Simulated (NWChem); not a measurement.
Molecule: CH₄BeS; SMILES C[S][BeH]

```xyz
7

Be    -0.4078    -1.6389    -0.0034
H     -1.2295    -2.6990    -0.0032
S      0.7872    -0.1412    -0.0050
C     -0.4104     1.2710     0.0006
H     -1.1135     1.2195    -0.8515
H      0.1949     2.1912    -0.1003
H     -0.9710     1.3200     0.9527
```
Atoms are numbered in this order, from 1.

The geometry was optimised at PBE-D3(BJ)/def2-SVP.

 Unshifted, non-relativistic core excitations; the lowest 4 roots alone, so stronger bands may lie above.

### Question
List the first C K-edge excitations from B3LYP/6-311G** (spherical d), restricted-window TDA (NWChem).

### Answer
```json
[
 {"state": "S1", "energy (eV)": "275.4", "dipole oscillator strength": "0.0131", "leading excitation (squared amplitude)": "1s of atom 4 or its equivalents → LUMO (0.97)"},
 {"state": "S2", "energy (eV)": "276.4", "dipole oscillator strength": "0.0015", "leading excitation (squared amplitude)": "1s of atom 4 or its equivalents → LUMO+1 (0.99)"},
 {"state": "S3", "energy (eV)": "277.0", "dipole oscillator strength": "0.0169", "leading excitation (squared amplitude)": "1s of atom 4 or its equivalents → LUMO+2 (0.85)"},
 {"state": "S4", "energy (eV)": "277.8", "dipole oscillator strength": "0.0037", "leading excitation (squared amplitude)": "1s of atom 4 or its equivalents → LUMO+3 (0.87)"}
]
```
